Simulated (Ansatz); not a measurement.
Ansatz (a quantum-chemistry and plane-wave program) input (wB97M-V/def2-TZVPD):

Ansatz 0.2 input:
```yaml
crystal:
  periodic: [false, false, false]
  atoms:
    - {symbol: Zn, position_ang: [-0.31844413, -0.15179643, -0.25598999]}
    - {symbol: O, position_ang: [1.05853335, 0.39959528, 0.84027797]}
    - {symbol: H, position_ang: [1.08505726, 1.35713060, 0.95747594]}
basis:
  gaussian:
    orbitals: def2-TZVPD
hamiltonian:
  xc: {name: wB97M-V}
magnetization: {spin_polarized: true, initial_magnetization: 1}
output: {forces: true}
```

Output:

```
Functional definition: wB97M-V
integrals: 0.04 GiB planned
757 factors; their error is unknown
integrals: 0.07 GiB planned
172 factors; integrals over basis functions are off by at most 4.0e-5 eV
mean field: 0.59 GiB planned
mean field evaluation 1: about -50474.0519 eV, gradient 4.2e1 eV
mean field evaluation 2: about -50462.1264 eV, gradient 7.2e1 eV
mean field evaluation 4: about -50480.0447 eV, gradient 7.8e-1 eV
mean field evaluation 8: about -50480.0637 eV, gradient 1.3e-1 eV
mean field evaluation 16: about -50480.1127 eV, gradient 2.2e-3 eV
mean field -50480.11271987 eV, -1855.1099258061 hartree, gradient 5.7e-5 eV, S^2 0.753902; 0 other end points of the search recorded, 0 dependent functions left out
the calculation of the forces begins
reference -50480.11276476 eV, -1855.1099274556 hartree; 20, 19 occupied and 80, 81 virtual orbitals, 757 factors
Total energy: -50480.11276476 eV, -1855.1099274556 hartree
Atom 0 at    -0.318444    -0.151796    -0.255990 Å, force     0.215767     0.073059     0.170427 eV/Å
Atom 1 at     1.058533     0.399595     0.840278 Å, force    -0.231805     0.040136    -0.171058 eV/Å
Atom 2 at     1.085057     1.357131     0.957476 Å, force     0.016038    -0.113195     0.000631 eV/Å
Dipole moment:    -0.347890     0.108502    -0.251825 e Å
```

The spin state was set by rule; other spins were not relaxed.
